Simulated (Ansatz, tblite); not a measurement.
Removing and adding an electron: CrO₂F₂. The state is a singlet with charge 0. Geometry: r2SCAN-D4/def2-SVP. Ansatz, gas phase; energy differences of separate SCF runs; the oxidised species was run as a doublet alone; the reduced species was run as a doublet alone.

```xyz
5

Cr   -0.022    0.000    0.014
O    -1.227   -0.942   -0.203
O    -0.337    0.928    1.208
F     0.228    0.930   -1.377
F     1.358   -0.917    0.358
```

The xTB rows come from tblite.

Q: Estimate orbital energies and vertical ionisation energies and electron affinities at: GFN1-xTB; GFN2-xTB; PBE-D4/def2-TZVP; PBE-D4/def2-TZVPD; r2SCAN-D4/def2-TZVP; r2SCAN-D4/def2-TZVPD; PBE0-D4/def2-TZVP; PBE0-D4/def2-TZVPD.

A: 
| level | −HOMO (eV) | vertical IE (eV) | −LUMO (eV) | vertical EA (eV) | HOMO–LUMO gap (eV) | IE − EA (eV) | remarks |
| --- | --- | --- | --- | --- | --- | --- | --- |
| GFN1-xTB | 17.17 | 21.32 | 14.26 | 9.98 | 2.91 | 11.33 | – |
| GFN2-xTB | 14.51 | 18.45 | 11.50 | 7.52 | 3.01 | 10.93 | – |
| PBE-D4/def2-TZVP | 8.75 | 12.50 | 5.75 | – | 3.00 | – | – |
| PBE-D4/def2-TZVPD | 8.75 | – | 5.74 | 2.08 | 3.01 | – | HOMO above zero (-1 doublet), restricted SCF unstable in HF (singlet) |
| r2SCAN-D4/def2-TZVP | 9.19 | 12.59 | 5.92 | – | 3.28 | – | restricted SCF unstable in HF (singlet), spin-contaminated (⟨S²⟩ 0.84) (+1 doublet) |
| r2SCAN-D4/def2-TZVPD | 9.16 | – | 5.88 | 2.46 | 3.28 | – | HOMO above zero (-1 doublet), restricted SCF unstable in HF (singlet) |
| PBE0-D4/def2-TZVP | 10.55 | 12.69 | 5.08 | – | 5.47 | – | restricted SCF unstable in HF (singlet), spin-contaminated (⟨S²⟩ 0.92) (+1 doublet) |
| PBE0-D4/def2-TZVPD | 10.52 | – | 5.04 | 3.13 | 5.48 | – | restricted SCF unstable in HF (singlet) |

   A HOMO above zero means that the electron is unbound at that level or that self-interaction error raises the level; the energy of removing that electron tells which. Raw xTB energy differences between charge states are shifted by several eV; the methods need an empirical correction for them.
